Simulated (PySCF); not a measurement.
Compound: C₃H₁₀O₄SSi.
Numbering: `[CH3:1][O:2][SiH2:3][O:4][CH2:5][S:6]([CH3:7])(=[O:8])=[O:9]` (hydrogens: H10, H11, H12 on C1; H13, H14 on Si3; H15, H16 on C5; H17, H18, H19 on C7)

A GFN2-xTB structure was refined with PBE0-D3(BJ)/def2-SVP geometry optimisation, gas phase (PySCF). Its GFN2-xTB values:

```csv
coordinate,GFN2-xTB
C1–O2,1.422 Å
C1–H10,1.069 Å
O2–Si3,1.636 Å
Si3–O4,1.608 Å
Si3–H13,1.450 Å
O4–C5,1.388 Å
C5–S6,1.814 Å
C5–H15,1.084 Å
S6–C7,1.812 Å
S6=O8,1.451 Å
S6=O9,1.426 Å
C7–H17,1.079 Å
C1–O2–Si3,124.3°
O2–Si3–O4,92.5°
Si3–O4–C5,123.0°
O4–C5–S6,108.9°
C5–S6–O8,105.8°
C5–S6–O9,110.1°
C7–S6–O8,108.7°
O8–S6–O9,118.0°
C1–O2–Si3–O4,177°
O2–Si3–O4–C5,165°
Si3–O4–C5–S6,42°
O4–C5–S6–C7,64°
```

Problem. How do these coordinates change at the PBE0-D3(BJ)/def2-SVP level?

Solution. 
```json
{"coordinate": "Si3–O4", "PBE0-D3(BJ)/def2-SVP (Å or °)": "1.698", "change": "+0.090"}
{"coordinate": "S6=O9", "PBE0-D3(BJ)/def2-SVP (Å or °)": "1.459", "change": "+0.033"}
{"coordinate": "C1–H10", "PBE0-D3(BJ)/def2-SVP (Å or °)": "1.101", "change": "+0.032"}
{"coordinate": "S6–C7", "PBE0-D3(BJ)/def2-SVP (Å or °)": "1.781", "change": "-0.031"}
{"coordinate": "Si3–H13", "PBE0-D3(BJ)/def2-SVP (Å or °)": "1.478", "change": "+0.028"}
{"coordinate": "C5–H15", "PBE0-D3(BJ)/def2-SVP (Å or °)": "1.108", "change": "+0.024"}
{"coordinate": "C1–O2", "PBE0-D3(BJ)/def2-SVP (Å or °)": "1.400", "change": "-0.022"}
{"coordinate": "O4–C5", "PBE0-D3(BJ)/def2-SVP (Å or °)": "1.367", "change": "-0.021"}
{"coordinate": "C7–H17", "PBE0-D3(BJ)/def2-SVP (Å or °)": "1.097", "change": "+0.018"}
{"coordinate": "S6=O8", "PBE0-D3(BJ)/def2-SVP (Å or °)": "1.469", "change": "+0.018"}
{"coordinate": "O2–Si3", "PBE0-D3(BJ)/def2-SVP (Å or °)": "1.652", "change": "+0.016"}
{"coordinate": "C5–S6", "PBE0-D3(BJ)/def2-SVP (Å or °)": "1.818", "change": "+0.004"}
{"coordinate": "O2–Si3–O4", "PBE0-D3(BJ)/def2-SVP (Å or °)": "106.2", "change": "+13.7"}
{"coordinate": "O8–S6–O9", "PBE0-D3(BJ)/def2-SVP (Å or °)": "121.3", "change": "+3.3"}
{"coordinate": "Si3–O4–C5", "PBE0-D3(BJ)/def2-SVP (Å or °)": "125.4", "change": "+2.4"}
{"coordinate": "C7–S6–O8", "PBE0-D3(BJ)/def2-SVP (Å or °)": "107.1", "change": "-1.6"}
{"coordinate": "C5–S6–O9", "PBE0-D3(BJ)/def2-SVP (Å or °)": "108.7", "change": "-1.4"}
{"coordinate": "C5–S6–O8", "PBE0-D3(BJ)/def2-SVP (Å or °)": "104.5", "change": "-1.3"}
{"coordinate": "O4–C5–S6", "PBE0-D3(BJ)/def2-SVP (Å or °)": "110.1", "change": "+1.2"}
{"coordinate": "C1–O2–Si3", "PBE0-D3(BJ)/def2-SVP (Å or °)": "125.5", "change": "+1.2"}
{"coordinate": "C1–O2–Si3–O4", "PBE0-D3(BJ)/def2-SVP (Å or °)": "64", "change": "-113"}
{"coordinate": "O2–Si3–O4–C5", "PBE0-D3(BJ)/def2-SVP (Å or °)": "136", "change": "-29"}
{"coordinate": "Si3–O4–C5–S6", "PBE0-D3(BJ)/def2-SVP (Å or °)": "68", "change": "+26"}
{"coordinate": "O4–C5–S6–C7", "PBE0-D3(BJ)/def2-SVP (Å or °)": "66", "change": "+2"}
```

The energy falls by 0.662 eV over 29 energy and gradient evaluations, the largest force component goes from 0.0565 to 2.8e-04 Eh/bohr, and the atoms move by 0.646 Å rms after alignment. The bond that changes most is Si3–O4 (oxygen-bound silicon to silyl ether oxygen), which lengthens by 0.090 Å. Bonds longer at the end by more than 0.005 Å: 12 of 18; shorter: 5. Among the dihedrals that turn most is C1–O2–Si3–H14, from 61° to -52°. Rotational constants go from 3193, 616.0, 603.6 to 3095, 566.1, 555.0 MHz.

The run used 184 basis functions and 217 SCF cycles in all. The run took 6.1 min on Intel Xeon 6975P-C, one thread, shared host with 192 logical CPUs at a one-minute load of 54, and the process peaked at 0.81 GiB of memory.

No frequency check. One conformer, not necessarily the lowest.
